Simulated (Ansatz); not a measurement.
Species: BSiH5, charge 0, singlet. BSiH5 (boranylsilane, SMILES B[SiH3]).
B3LYP-D3(BJ)/def2-TZVP minimum from Ansatz (a program for electronic structure):
```
Si
H 1 1.4840
H 1 1.4840 2 108.57
H 1 1.4912 2 107.67 3 -116.31
B 1 2.0096 2 113.54 4 -116.40
H 5 1.1914 1 121.26 2 -153.93
H 5 1.1914 6 117.41 1 176.92
```
Charge 0, spin multiplicity 1.

Property: atomisation energy (electronic, to ground-state atoms), in kJ/mol. UHF or UKS for unpaired electrons; spin-orbit terms are left out. CBS(X,Y): correlation extrapolated as X^-3, Hartree-Fock from the larger set (Q,5: extrapolated as (X+1)exp(-9√X)). A bracket is a step between two methods taken in the basis named. The functionals are non-relativistic, so their misses hold any scalar relativity. Double hybrids freeze cores in their MP2 part. '+ core + X2C': CCSD(T) terms for core correlation (cc-pwCVTZ, 1s frozen past Ne) and scalar relativity (cc-pVTZ-DK). Where a partner has so few electrons that a lower coupled-cluster level is exact, that level stands in.

CCSD(T)/CBS(cc-pV(Q+d)Z,cc-pV(5+d)Z) + [CCSDT(Q) - CCSD(T)]/cc-pV(T+d)Z + core + X2C (Ansatz) gives 2037.3 kJ/mol.

### Question
How far off this value is PBE/def2-TZVPD (Ansatz), in which direction, and which of these levels come nearer: wB97M-V/def2-TZVPD, B2PLYP/def2-TZVPD, CCSD(T)/CBS(cc-pV(Q+d)Z,cc-pV(5+d)Z) + core + X2C?

### Answer
PBE gives 2011.5 kJ/mol, 25.8 kJ/mol below it. Differences of the others: wB97M-V/def2-TZVPD (Ansatz) 8.2; B2PLYP/def2-TZVPD (Ansatz) -21.1; CCSD(T)/CBS(cc-pV(Q+d)Z,cc-pV(5+d)Z) + core + X2C (Ansatz) -0.6 kJ/mol. Nearer than PBE: wB97M-V/def2-TZVPD, B2PLYP/def2-TZVPD, CCSD(T)/CBS(cc-pV(Q+d)Z,cc-pV(5+d)Z) + core + X2C.
